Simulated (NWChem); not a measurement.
System: CH$_{7}$AlOSi; SMILES [SiH3][AlH][O]C

```xyz
11

Al     0.7358     0.0626     0.0006
H      2.2962     0.3858    -0.0036
O     -0.3553     1.3664     0.0075
C     -0.3594     2.7548    -0.0046
H     -0.8961     3.1498     0.8760
H      0.6586     3.1889     0.0007
H     -0.8803     3.1344    -0.9016
Si    -0.2964    -2.1560    -0.0009
H      0.7282    -3.2468    -0.0797
H     -1.2250    -2.3216    -1.1656
H     -1.0978    -2.3801     1.2460
```
Atoms are numbered in this order, from 1.

All runs: NWChem. All runs use the structure optimised with PBE0/def2-SVP.

### Question
Taking PBE/def2-TZVPP as the yardstick, which of these has the fewest basis functions while keeping “dipole (D)” within 0.2 D of it: PBE/def2-SVP; PBE/def2-SVPD; PBE/def2-TZVP?

### Answer
PBE/def2-SVPD.
```
level           basis functions  dipole (D)  relative time (rough)
--------------  ---------------  ----------  ---------------------
PBE/def2-SVP                 99        1.26                      1
PBE/def2-SVPD               147        0.97                      3
PBE/def2-TZVP               178        1.02                      3
PBE/def2-TZVPP              244        1.01                      5
```

The yardstick is one finite set, not the basis-set limit.
